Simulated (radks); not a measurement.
The oxygen anion O- inside a hard spherical wall (all orbitals vanish at R), configuration held at [He] 2s2 2p5 and not refilled when levels cross. Calculated with a radial shooting solver on a logarithmic mesh with Libxc functionals: non-relativistic Kohn-Sham, r2SCAN, spin-unpolarised, spherical densities, point nucleus; meta-GGA in the generalised Kohn-Sham scheme. Eigenvalues in eV, with the zero of energy where the potential of the charges vanishes at infinity; a dash marks a level that is unbound or too diffuse for the functional's potential to be trusted. A positive occupied level is held by the wall or, in an anion where self-interaction has pushed it up, behind a barrier. The pressure on the wall is -dE/dV.

| R (bohr) | E (hartree) | kinetic (hartree) | e(1s) | e(2s) | e(2p) | e(3s, empty) | e(3p, empty) | pressure (GPa) |
|---|---|---|---|---|---|---|---|---|
| 12 | -75.07923 | 74.849 | -507.28 | -13.719 | 1.704 | 4.258 | 4.999 | 0.00263 |
| 8 | -75.07631 | 74.862 | -506.88 | -13.369 | 2.035 | 6.986 | 8.930 | 0.0826 |
| 5 | -75.03872 | 75.016 | -504.58 | -11.653 | 3.779 | 15.386 | 20.073 | 4.00 |
| 3.5 | -74.83039 | 75.812 | -497.93 | -7.339 | 8.597 | 34.267 | 40.916 | 67.0 |
| 3 | -74.55596 | 76.779 | -491.87 | -3.529 | 12.967 | 50.467 | 57.091 | 215 |
| 2.5 | -73.87422 | 78.949 | -480.55 | 3.865 | 21.338 | 81.061 | 85.925 | 804 |
| 1.5 | -65.97134 | 97.787 | -414.21 | 63.281 | 80.745 | 305.33 | 275.65 | 22400 |
